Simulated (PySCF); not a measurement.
Stepwise substitution at one centre (B Br-OH). Gas-phase values, no solvent. One relaxed conformer stands for each flexible species; it need not be the lowest. Strings in code marks are SMILES.

The HOMO–LUMO gap from two functionals at the same geometries (PBE0-D3(BJ)/def2-TZVP), both in PySCF: PBE-D3(BJ)/def2-TZVP and PBE0-D3(BJ)/def2-TZVP. 

```
species                                                                               PBE0-D3(BJ)/def2-TZVP (eV)
------------------------------------------------------------------------------------  --------------------------
0 of 3 Br replaced by OH (`BrB(Br)Br`)                                                                      6.21
1 of 3 Br replaced by OH (`OB(Br)Br` (H–O–B–Br torsion 0°))                                                 7.62
2 of 3 Br replaced by OH (`OB(Br)O` (H–O–B–Br torsion -180°, Br–B–O–H torsion 180°))                        7.98
3 of 3 Br replaced by OH (`OB(O)O`)                                                                         9.92
```

Problem. What does PBE-D3(BJ)/def2-TZVP give for each?

Solution. 
- 0 of 3 Br replaced by OH (`BrB(Br)Br`): 4.09
- 1 of 3 Br replaced by OH (`OB(Br)Br` (H–O–B–Br torsion 0°)): 5.38
- 2 of 3 Br replaced by OH (`OB(Br)O` (H–O–B–Br torsion -180°, Br–B–O–H torsion 180°)): 5.79
- 3 of 3 Br replaced by OH (`OB(O)O`): 7.30
Over these rows, drawn at random from the members with no instability flagged (it was tested for open shells, ions and some series alone), PBE minus PBE0-D3(BJ): mean -2.29 eV, from -2.62 eV to -2.12 eV.
